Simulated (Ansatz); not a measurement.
System: trichloro(fluoro)silane, sum formula SiCl$_{3}$F (charge 0, singlet). SMILES: F[Si](Cl)(Cl)Cl
Coordinates optimised at B3LYP-D3(BJ)/def2-TZVP (Ansatz, a program for electronic structure):
```
Si
F 1 1.5807
Cl 1 2.0251 2 108.32
Cl 1 2.0251 2 108.32 3 120.00
Cl 1 2.0251 2 108.32 3 -120.00
```
Charge 0, spin multiplicity 1.

Property: atomisation energy (electronic, to ground-state atoms); the coupled-cluster value holds the core correlation from cc-pwCVTZ, in kcal/mol. Cores are frozen in the correlated levels unless marked. Open shells are spin-unrestricted. No spin-orbit coupling. Non-relativistic. Basis-set limits of correlation are two-point, X^-3; Hartree-Fock from the larger set (for Q and 5 zeta extrapolated as (X+1)exp(-9√X)).

Level to compare with: CCSD(T)/CBS(cc-pV(Q+d)Z,cc-pV(5+d)Z) plus the core term (Ansatz), 437.0 kcal/mol. It is a level with limits of its own, and the differences hold the functionals' basis error too.

Q: Rank these functionals by how close they come to CCSD(T)/CBS(cc-pV(Q+d)Z,cc-pV(5+d)Z), closest first: BHLYP/def2-TZVPD (Ansatz); BLYP/def2-TZVPD (Ansatz); r2SCAN0/def2-TZVPD (Ansatz).

A: r2SCAN0/def2-TZVPD (hybrid meta-GGA, 424.0 kcal/mol, difference -13.0), BLYP/def2-TZVPD (GGA, 408.3 kcal/mol, difference -28.7), BHLYP/def2-TZVPD (global hybrid, 401.5 kcal/mol, difference -35.5)
